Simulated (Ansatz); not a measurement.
Relaxation of C₂H₉BSSi (14 atoms, charge 0, multiplicity 1), to a largest force component of 0.015 eV/Å in at most 40 steps.

Method: RKS PBE0-D4/STO-3G in Ansatz 0.2.0.

```xyz
14
Properties=species:S:1:pos:R:3:forces:R:3
B -1.742 0.503 0.021 -2.01 2.56 -1.34
Si -0.170 -0.514 0.082 2.31 -0.35 0.03
C -0.325 -1.732 1.475 2.34 0.72 2.39
S 1.606 0.782 0.408 -1.61 -0.89 -0.56
C 1.528 1.450 -1.291 -1.67 1.90 1.26
H -1.917 1.395 -0.821 0.23 -1.29 1.23
H -2.627 0.360 0.795 0.31 0.02 -0.22
H 0.040 -1.230 -1.186 -0.05 0.25 0.41
H -0.416 -1.168 2.487 -0.06 -1.24 -2.05
H -1.163 -2.397 1.347 -0.59 -0.43 0.04
H 0.624 -2.342 1.553 -1.26 0.49 -0.02
H 1.682 0.655 -2.003 -0.02 -0.35 -0.91
H 0.526 2.022 -1.484 2.08 -1.34 0.13
H 2.340 2.187 -1.355 -0.01 -0.05 -0.38
```

**Question.** Where does it end, and by what steps?

**Answer.** The run converged. Limits of this set-up: minimal basis. After 29 steps the energy has fallen by 1.611 eV; H7 moved furthest, 1.23 Å. Joined: B1–S4.

| step | energy less start (eV) | largest force component (eV/Å) | accepted |
| --- | --- | --- | --- |
| 0 | 0.0000 | 2.556 | yes |
| 2 | -0.5189 | 0.616 | yes |
| 4 | -0.5358 | 0.145 | yes |
| 6 | -0.5386 | 0.070 | yes |
| 8 | -0.5413 | 0.105 | yes |
| 10 | -0.5326 | 0.627 | no |
| 12 | -0.5506 | 0.188 | yes |
| 14 | -0.5810 | 0.828 | yes |
| 16 | -0.9879 | 0.882 | yes |
| 18 | -1.3495 | 3.124 | no |
| 20 | -1.5840 | 0.183 | yes |
| 22 | -1.5972 | 0.209 | yes |
| 24 | -1.6055 | 0.093 | yes |
| 26 | -1.6096 | 0.063 | yes |
| 28 | -1.6107 | 0.030 | yes |
| 29 | -1.6107 | 0.010 | yes |

```xyz
14
Properties=species:S:1:pos:R:3
B -1.294 0.985 0.098
Si -0.550 -0.786 -0.005
C -0.297 -1.969 1.420
S 0.657 1.033 0.408
C 1.304 1.415 -1.253
H -1.583 1.529 -0.889
H -1.854 1.274 1.077
H 0.036 -1.346 -1.205
H -0.557 -1.501 2.374
H -0.940 -2.847 1.297
H 0.737 -2.323 1.482
H 2.241 0.869 -1.426
H 0.580 1.147 -2.032
H 1.507 2.491 -1.319
```

Whether the end is a true minimum wasn't checked by a vibrational analysis.

The run took 43 s on 1 thread of AMD EPYC 9R45 96-Core Processor (Zen 5), on a shared host, peak memory 0.17 GiB.
